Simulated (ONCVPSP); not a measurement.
# Before and after: ONCV potential for Ga (Z = 31)

gallium (Ga), optimised norm-conserving Vanderbilt (ONCV), made with ONCVPSP 4.0.1 (PBEsol, scalar-relativistic). Core [Ar] 3d10, reference 4s2 4p1. Waves: 4s: rc 1.75 bohr, ncon 4, nbas 7, qcut 3.6 1/bohr, local; 4p: rc 1.75 bohr, ncon 4, nbas 8, qcut 5.4 1/bohr, 2 projectors, debl 2.5 Ha. Local part: the s channel. Core correction: Teter function, fcfact 4.75, rcfact 1.75.

Change: s: qcut 3.4.

Cutoffs: the cutoffs (Ha) at which the residual kinetic energy of the hardest occupied pseudo-wave falls to 1 and 0.1 mHa per electron; they do not see the model core or the augmentation charge, which bear on the density cutoff. Errors are all-electron minus pseudo energies relative to the spin-unpolarised reference configuration.

How do hardness, ghosts and transferability respond?

The potential gets harder (7.9 Ha and 30 Ha → 12 Ha and 33 Ha); the lowest positive-energy flag moves from p at 45.4 eV to p at 75.6 eV; the errors of the 4 common tests hardly move; the range in which the p phases agree widens (upper end 1.6 → 2.7); neither file shows a bound ghost.

| quantity | base | changed |
| --- | --- | --- |
| cutoff, loose | 7.9 Ha | 12 Ha |
| cutoff, tight | 30 Ha | 33 Ha |
| loose cutoff by channel | s 7.9 Ha, p 4.9 Ha | s 12 Ha, p 4.9 Ha |
| bound ghosts | none | none |
| GHOST(+) flags under 300 eV | p at 45.4 eV | p at 75.6 eV |
| error for 4s2 4p0, meV [ΔE 5.68 eV] | -110 | -110 |
| error for 4s1 4p0, meV [ΔE 26.82 eV] | -639 | -639 |
| error for 4s2 4p0.5, meV [ΔE 2.03 eV] | -20 | -20 |
| error for 4s1 4p1, meV [ΔE 13.08 eV] | -118 | -119 |
| s: phases at 1.78 bohr within 0.05 rad from the reference energy up to (Ha; the scan ends near 5) | 2.7 | 2.5 |
| p: phases at 1.78 bohr within 0.05 rad from the reference energy up to (Ha; the scan ends near 5) | 1.6 | 2.7 |
| rms error of d²Exc/dni dnj with the model core, mHa | 6.79 | 6.80 |

Base: The cutoffs count occupied waves only; projector 2 of the p channel, the hardest unoccupied one, needs 73 Ha at the loose tolerance. Changed file: The cutoffs count occupied waves only; projector 2 of the p channel, the hardest unoccupied one, needs 73 Ha at the loose tolerance.
